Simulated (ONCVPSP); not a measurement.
**Scattering properties, ONCV potential for N**

- Element: nitrogen (N)
- Generator: ONCVPSP 4.0.1
- Type: optimised norm-conserving Vanderbilt (ONCV)
- Functional: PW91
- Relativity: scalar-relativistic
- Frozen core: [He]
- Valence charge: 5
- Reference configuration: 2s2 2p3
- Partial waves: 2s: rc 1.05 bohr, ncon 3, nbas 7, qcut 5.6 1/bohr, 2 projectors, debl 3.9 Ha; 2p: rc 1.70 bohr, ncon 3, nbas 6, qcut 8.7 1/bohr, 2 projectors, debl 1.9 Ha; d scattering state at 0.12 Ha: rc 1.55 bohr, ncon 3, nbas 6, qcut 5.4 1/bohr, 1 projector
- Local potential: polynomial inside 0.65 bohr (lpopt 5, dvloc0 0 Ha)
- Core correction: Teter function, fcfact 5, rcfact 1.55

The phase is arctan(r·R′/R) of the radial function R(r), unwrapped; energies in Ha, scanned from -2 to 5 Ha. A pole is an energy at which the radial function vanishes at the test radius. The pseudo phase is shifted by a multiple of π to meet the all-electron one at the reference energy, and phase errors are pseudo minus all-electron; the curves can meet again beyond the range given. Levels narrower than the energy grid can be missing from the lists of poles.

**Question.** For each channel, where are the poles, and over which energies does the pseudopotential scatter like the atom?

**Answer.**

```
channel  radius (bohr)  reference energy (Ha)  poles, all-electron  poles, pseudo  unbroken range about the reference energy with phases within 0.05 rad  phase error 1 Ha above the reference energy (rad)
      s           1.06                  -0.68                 3.85           3.85                                                        the whole range                                             +0.000
      p           1.73                  -0.26                 0.37           0.37                                                        the whole range                                             -0.000
      d           1.57                   0.12                 4.40           4.26                                                              below 4.7                                             +0.003
```

Phases in the d channel:

| E (Ha) | all-electron | pseudo |
| --- | --- | --- |
| -1.98 | 1.205 | 1.205 |
| -1.80 | 1.190 | 1.190 |
| -1.62 | 1.172 | 1.172 |
| -1.44 | 1.152 | 1.152 |
| -1.26 | 1.130 | 1.130 |
| -1.08 | 1.105 | 1.105 |
| -0.90 | 1.075 | 1.075 |
| -0.72 | 1.041 | 1.041 |
| -0.54 | 1.000 | 1.000 |
| -0.36 | 0.952 | 0.952 |
| -0.18 | 0.894 | 0.894 |
| 0.00 | 0.822 | 0.822 |
| 0.18 | 0.733 | 0.733 |
| 0.36 | 0.621 | 0.621 |
| 0.54 | 0.479 | 0.479 |
| 0.72 | 0.302 | 0.303 |
| 0.90 | 0.091 | 0.092 |
| 1.08 | -0.143 | -0.141 |
| 1.26 | -0.379 | -0.376 |
| 1.44 | -0.592 | -0.588 |
| 1.62 | -0.771 | -0.767 |
| 1.80 | -0.915 | -0.911 |
| 1.98 | -1.030 | -1.025 |
| 2.16 | -1.121 | -1.117 |
| 2.34 | -1.196 | -1.191 |
| 2.52 | -1.256 | -1.252 |
| 2.70 | -1.307 | -1.303 |
| 2.88 | -1.350 | -1.347 |
| 3.06 | -1.387 | -1.384 |
| 3.24 | -1.420 | -1.418 |
| 3.42 | -1.449 | -1.448 |
| 3.60 | -1.475 | -1.476 |
| 3.78 | -1.499 | -1.502 |
| 3.96 | -1.521 | -1.528 |
| 4.14 | -1.542 | -1.553 |
| 4.32 | -1.562 | -1.580 |
| 4.50 | -1.581 | -1.611 |
| 4.68 | -1.600 | -1.647 |
| 4.86 | -1.620 | -1.698 |
